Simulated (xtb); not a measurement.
Computed with GFN2-xTB (xtb 6.7.1).

```
xtb start.xyz --ohess tight --gfn 2 --chrg 0 --uhf 0 --iterations 400

# start.xyz
9

C      1.122267    -0.054409     0.012466
B     -0.472119    -0.089093     0.042383
O     -1.091762    -1.219168     0.440968
O     -1.259559     0.957694    -0.341610
H      1.498834    -0.686539    -0.804126
H      1.523404     0.955490    -0.131829
H      1.533837    -0.461908     0.942008
H     -2.048067    -1.174077     0.390830
H     -0.807029     1.766840    -0.572405
```

Output:

```
[...]
        12        2.0000           -0.4149161             -11.2904 (HOMO)
        13                         -0.1460846              -3.9752 (LUMO)
        14                          0.0868435               2.3631
        15                          0.1348590               3.6697
        16                          0.1964807               5.3465
        17                          0.2099151               5.7121
       ...                                ...                  ...
        21                          0.5216379              14.1945
      -------------------------------------------------------------
                  HL-Gap            0.2688315 Eh            7.3153 eV
             Fermi-level           -0.2805004 Eh           -7.6328 eV


         :::::::::::::::::::::::::::::::::::::::::::::::::::::
         ::                     SUMMARY                     ::
         :::::::::::::::::::::::::::::::::::::::::::::::::::::
         :: total energy             -14.136993772014 Eh    ::
         :: gradient norm              0.000187906081 Eh/a0 ::
         :: HOMO-LUMO gap              7.315277949659 eV    ::
         ::.................................................::
         :: SCC energy               -14.261766275925 Eh    ::
         :: -> isotropic ES            0.077898537325 Eh    ::
         :: -> anisotropic ES          0.001801469861 Eh    ::
         :: -> anisotropic XC          0.000791825207 Eh    ::
         :: -> dispersion             -0.003034406782 Eh    ::
         :: repulsion energy           0.124772503910 Eh    ::
         :: add. restraining           0.000000000000 Eh    ::
         :: total charge              -0.000000000000 e     ::
         :::::::::::::::::::::::::::::::::::::::::::::::::::::

           -------------------------------------------------
          |                Numerical Hessian                |
           -------------------------------------------------
step length          :   0.00500
SCC accuracy         :   0.30000
Hessian scale factor :   1.00000
frozen atoms in %    :   0.00000    0
RMS gradient         :   0.00019
estimated CPU  time      0.00 min
estimated wall time      0.00 min

writing file <hessian>.

 projected vibrational frequencies (cm⁻¹)
eigval :       -0.00    -0.00    -0.00    -0.00     0.00     0.00
eigval :       45.05   305.86   401.04   424.80   548.89   639.79
eigval :      756.83   871.44   887.43   955.92   963.30  1246.62
eigval :     1310.35  1388.17  1492.82  1498.40  3022.62  3030.93
eigval :     3074.35  3609.57  3662.12
           -------------------------------------------------
          |                Property Printout                |
           -------------------------------------------------

    * Orbital Energies and Occupations

         #    Occupation            Energy/Eh            Energy/eV
      -------------------------------------------------------------
         1        2.0000           -0.6834450             -18.5975
         2        2.0000           -0.6772864             -18.4299
         3        2.0000           -0.5870044             -15.9732
         4        2.0000           -0.5820643             -15.8388
         5        2.0000           -0.5613848             -15.2761
         6        2.0000           -0.5109374             -13.9033
         7        2.0000           -0.5039908             -13.7143
         8        2.0000           -0.4746030             -12.9146
         9        2.0000           -0.4572943             -12.4436
        10        2.0000           -0.4528457             -12.3226
        11        2.0000           -0.4492703             -12.2253
        12        2.0000           -0.4149161             -11.2904 (HOMO)
        13                         -0.1460847              -3.9752 (LUMO)
        14                          0.0868435               2.3631
        15                          0.1348590               3.6697
        16                          0.1964807               5.3465
        17                          0.2099151               5.7121
        18                          0.2314284               6.2975
        19                          0.2692106               7.3256
        20                          0.4971268              13.5275
        21                          0.5216378              14.1945
      -------------------------------------------------------------
                  HL-Gap            0.2688314 Eh            7.3153 eV
             Fermi-level           -0.2805004 Eh           -7.6328 eV

     #   Z          covCN         q      C6AA      α(0)
     1   6 C        3.672    -0.209    24.925     7.156
     2   5 B        2.472     0.437    17.436     7.389
     3   8 O        1.593    -0.460    22.082     6.342
     4   8 O        1.593    -0.491    22.729     6.434
     5   1 H        0.925     0.037     2.484     2.464
     6   1 H        0.925     0.034     2.526     2.486
     7   1 H        0.925     0.045     2.385     2.415
     8   1 H        0.806     0.308     0.697     1.312
     9   1 H        0.806     0.298     0.727     1.339

 Mol. C6AA /au·bohr⁶  :        620.112489
 Mol. C8AA /au·bohr⁸  :      13764.508988
 Mol. α(0) /au        :         37.336990

Wiberg/Mayer (AO) data.
largest (>0.10) Wiberg bond orders for each atom

 ---------------------------------------------------------------------------
     #   Z sym  total        # sym  WBO       # sym  WBO       # sym  WBO
 ---------------------------------------------------------------------------
     1   6 C    3.977 --     7 H    0.988     2 B    0.986     6 H    0.978
                             5 H    0.975
     2   5 B    3.368 --     3 O    1.200     4 O    1.145     1 C    0.986
     3   8 O    2.175 --     2 B    1.200     8 H    0.882
     4   8 O    2.132 --     2 B    1.145     9 H    0.893
     5   1 H    0.999 --     1 C    0.975
     6   1 H    0.999 --     1 C    0.978
     7   1 H    0.998 --     1 C    0.988
     8   1 H    0.905 --     3 O    0.882
     9   1 H    0.911 --     4 O    0.893
 ---------------------------------------------------------------------------

Topologies differ in total number of bonds
Writing topology from bond orders to xtbtopo.mol

molecular dipole:
                 x           y           z       tot (Debye)
 q only:       -0.025       0.362      -0.210
   full:       -0.047       0.555      -0.323       1.636
molecular quadrupole (traceless):
                xx          xy          yy          xz          yz          zz
 q only:        0.358       1.524       0.132      -0.863      -0.509      -0.490
  q+dip:        1.094       1.932      -0.369      -1.099      -0.281      -0.725
   full:        0.681       2.045      -0.268      -1.165      -0.099      -0.413

           -------------------------------------------------
          |                Geometry Summary                 |
           -------------------------------------------------

      molecular mass/u    :       59.8602775
   center of mass at/Å    :       -0.4602814      -0.0897391       0.0475222
  moments of inertia/u·Å² :        0.5115964E+02   0.6262874E+02   0.1107030E+03
rotational constants/cm⁻¹ :        0.3295104E+00   0.2691677E+00   0.1522779E+00

 * 8 selected distances

     #   Z          #   Z                                           value/Å
     1   6 C        2   5 B                                       1.5948927 (max)
     2   5 B        3   8 O                                       1.3475060
     2   5 B        4   8 O                                       1.3648950
     1   6 C        5   1 H                                       1.0880768
     1   6 C        6   1 H                                       1.0879150
     1   6 C        7   1 H                                       1.0844155
     3   8 O        8   1 H                                       0.9582468
Molecule has no symmetry elements
It seems to be the C1 point group
     4   8 O        9   1 H                                       0.9550797 (min)

 * 4 distinct bonds (by element types)

   Z      Z             #   av. dist./Å        max./Å        min./Å
   1 H    6 C           3     1.0868024     1.0880768     1.0844155
   5 B    6 C           1     1.5948927     1.5948927     1.5948927
   1 H    8 O           2     0.9566632     0.9582468     0.9550797
   5 B    8 O           2     1.3562005     1.3648950     1.3475060

           -------------------------------------------------
          |               Frequency Printout                |
           -------------------------------------------------
 projected vibrational frequencies (cm⁻¹)
eigval :       -0.00    -0.00    -0.00    -0.00     0.00     0.00
eigval :       45.05   305.86   401.04   424.80   548.89   639.79
eigval :      756.83   871.44   887.43   955.92   963.30  1246.62
eigval :     1310.35  1388.17  1492.82  1498.40  3022.62  3030.93
eigval :     3074.35  3609.57  3662.12
 reduced masses (amu)
   1: 12.29   2: 10.73   3: 11.47   4: 13.07   5: 13.44   6: 13.88   7:  1.80   8: 10.02
   9: 11.19  10:  7.31  11:  2.53  12:  3.66  13: 11.80  14:  4.25  15:  5.21  16:  3.93
  17:  6.26  18: 10.57  19: 10.77  20:  3.26  21:  1.63  22:  1.59  23:  1.93  24:  1.53
  25:  1.70  26:  1.87  27:  1.88
 IR intensities (km·mol⁻¹)
   1:  0.87   2:  0.65   3:  0.74   4:  0.19   5:  0.21   6:  0.60   7:  0.23   8:  1.40
   9: 25.86  10:  0.81  11: 86.01  12:267.80  13: 11.77  14:  3.14  15: 88.39  16:125.03
  17:140.84  18:480.74  19:377.68  20: 37.77  21:  0.40  22:  2.88  23: 43.63  24: 24.66
  25: 21.12  26: 11.73  27: 12.86
 Raman intensities (Ä⁴*amu⁻¹)
   1:  0.00   2:  0.00   3:  0.00   4:  0.00   5:  0.00   6:  0.00   7:  0.00   8:  0.00
   9:  0.00  10:  0.00  11:  0.00  12:  0.00  13:  0.00  14:  0.00  15:  0.00  16:  0.00
  17:  0.00  18:  0.00  19:  0.00  20:  0.00  21:  0.00  22:  0.00  23:  0.00  24:  0.00
  25:  0.00  26:  0.00  27:  0.00
 output can be read by thermo (or use thermo option).
 writing <g98.out> molden fake output.
 recommended (thermochemical) frequency scaling factor: 1.0
           -------------------------------------------------
          |             Thermodynamic Functions             |
           -------------------------------------------------

c1  symmetry found (for desy threshold:  0.10E+00) used in thermo

          ...................................................
          :                      SETUP                      :
          :.................................................:
          :  # frequencies                          21      :
          :  # imaginary freq.                       0      :
          :  linear?                             false      :
          :  only rotor calc.                    false      :
          :  symmetry                               c1      :
          :  rotational number                       1      :
          :  scaling factor                  1.0000000      :
          :  rotor cutoff                   50.0000000 cm⁻¹ :
          :  imag. cutoff                  -20.0000000 cm⁻¹ :
          :.................................................:

    mode    ω/cm⁻¹     T·S(HO)/kcal·mol⁻¹    T·S(FR)/kcal·mol⁻¹   T·S(vib)
   ------------------------------------------------------------------------
       1     45.05    -1.49775 ( 39.73%)    -1.08593 ( 60.27%)    -1.24955
   ------------------------------------------------------------------------

   temp. (K)  partition function   enthalpy   heat capacity  entropy
                                   cal/mol     cal/K/mol   cal/K/mol   J/K/mol
 298.15  VIB   10.9                 1580.921     11.234      9.216
         ROT  0.455E+05              888.752      2.981     24.295
         INT  0.495E+06             2469.673     14.215     33.511
         TR   0.448E+27             1481.254      4.968     38.171
         TOT                        3950.9273    19.1831    71.6816   299.9159

       T/K    H(0)-H(T)+PV         H(T)/Eh          T*S/Eh         G(T)/Eh
   ------------------------------------------------------------------------
    298.15    0.629620E-02    0.749517E-01    0.340583E-01    0.408935E-01
   ------------------------------------------------------------------------

         :::::::::::::::::::::::::::::::::::::::::::::::::::::
         ::                  THERMODYNAMIC                  ::
         :::::::::::::::::::::::::::::::::::::::::::::::::::::
         :: total free energy         -14.096100278393 Eh   ::
         ::.................................................::
         :: total energy              -14.136993772014 Eh   ::
         :: zero point energy           0.068655541770 Eh   ::
         :: G(RRHO) w/o ZPVE           -0.027762048149 Eh   ::
         :: G(RRHO) contrib.            0.040893493621 Eh   ::
         :::::::::::::::::::::::::::::::::::::::::::::::::::::

optimized geometry written to: xtbopt.xyz

           -------------------------------------------------
          | TOTAL ENERGY              -14.136993772014 Eh   |
          | TOTAL ENTHALPY            -14.062042026831 Eh   |
          | TOTAL FREE ENERGY         -14.096100278393 Eh   |
          | GRADIENT NORM               0.000187897212 Eh/α |
          | HOMO-LUMO GAP               7.315275977581 eV   |
           -------------------------------------------------

------------------------------------------------------------------------
```

Cost: about 0.4 core-seconds (a rough figure).
